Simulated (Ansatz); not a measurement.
Frontier orbitals of C3H4AlI (`IC1=[CH][AlH][CH2]1`).

```xyz
9

I    -2.6691    0.1328   -1.1010
C    -0.7454    0.1582   -0.1904
C    -0.4015    1.0116    0.7881
Al    1.3044    0.1418    0.7357
C     0.2959   -0.8254   -0.6562
H    -1.0607    1.7604    1.2042
H     2.7263    0.1872    1.4303
H    -0.0028   -1.8640   -0.5005
H     0.5531   -0.7025   -1.7103
```

Charge 0, multiplicity 1. Correlated methods include outer-core shells of I, which these sets cover unevenly. I: def2 effective core potential. The geometry is a stationary point of PBE0-D4/def2-TZVP. Basis def2-TZVPP, Ansatz 0.2.0.

Orbital energies of one run (eV). Highest occupied ones, from the top: -6.80, -6.80, -7.43, -8.27, -8.39, -10.22, -11.00, -11.81, -12.58, -14.06, -18.42, -18.77, -22.42, -51.54. Empty: -1.77, -1.06, -0.07, 0.13, 0.31, 2.04.

**Question.** Which functional gave them?
A. r2SCAN0
B. r2SCAN
C. B3LYP
D. BHLYP

**Answer.** C. HOMO energies: B3LYP -6.80, BHLYP -7.89, r2SCAN0 -7.18, r2SCAN -6.17 eV.

B3LYP here is the variant with VWN-RPA as its local correlation; programs differ in this.
